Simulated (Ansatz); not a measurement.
Consider the substitution at a C–C bond: `C/C=C(\C)Cl` + `O[SiH2]S[SiH3]` → `CO[SiH2]S[SiH3]` + `C=C(C)Cl`.

Program: Ansatz. Geometries: PBE0-D4/def2-TZVP. ΔE: electronic, gas phase. CCSD(T)/CBS adds triple-zeta CCSD(T) − MP2 to the extrapolated MP2 energy (def2 sets, frozen cores). DFT in def2-TZVPP. Each species was taken in one conformer, which may not be the lowest.

| species | PBE0 energy (Eh) |
| --- | --- |
| `C/C=C(\C)Cl` | -616.55131 |
| `O[SiH2]S[SiH3]` | -1055.70390 |
| `CO[SiH2]S[SiH3]` | -1094.96205 |
| `C=C(C)Cl` | -577.26959 |

**Question.** Work out ΔE.

**Answer.** ΔE = (-1094.96205) + (-577.26959) − (-616.55131) − (-1055.70390) = 0.02357 Eh = +61.9 kJ/mol. CCSD(T)/CBS gives +60.2 kJ/mol.

Largest T1 diagnostic among the species: 0.012.

In def2-TZVPP, CCSD(T) changes the Hartree–Fock value by +9.5 kJ/mol (the triples alone add +0.7 kJ/mol) and MP2 by +15.7 kJ/mol.
